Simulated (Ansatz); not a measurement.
## Worked example: C2H9ClSi2 + KOH → CH7ClSi2 + CH3KO

Gas-phase species: C2H9ClSi2 `C[SiH2][SiH](C)Cl`, singlet; KOH `[OH][K]`, singlet; CH7ClSi2 `C[SiH2][SiH2]Cl`, singlet; CH3KO `C[O][K]`, singlet. The partners trade CH3 for H: Si–CH3 and O–H bonds give way to Si–H and O–CH3.

Shapes, held fixed at every level: PBE0-D4/def2-TZVP. Flexible molecules stand in one conformer, not always the lowest. Programs: Ansatz 0.2.0. Electronic energies: no zero-point or thermal term.

At CCSD(T)/def2-TZVPP; 1 Eh = 2625.50 kJ/mol:

| species | energy (Eh) |
| --- | --- |
| C2H9ClSi2 | -1119.386641 |
| KOH | -675.087180 |
| CH7ClSi2 | -1080.127896 |
| CH3KO | -714.308550 |

**Question.** Work out ΔE of the reaction at this level.

**Answer.** 
1. Products less reactants: (-1080.127896) + (-714.308550) − [(-1119.386641) + (-675.087180)] = 0.037375 Eh = +98.1 kJ/mol.

Other levels give +80.1 (HF/def2-TZVPP) to +108.7 kJ/mol (MP2/def2-TZVPP). No measured value is set beside it here. Outer-core shells of K are correlated, in sets that cover them unevenly. Sets without diffuse functions underbind ionic bonds of s-block metals.
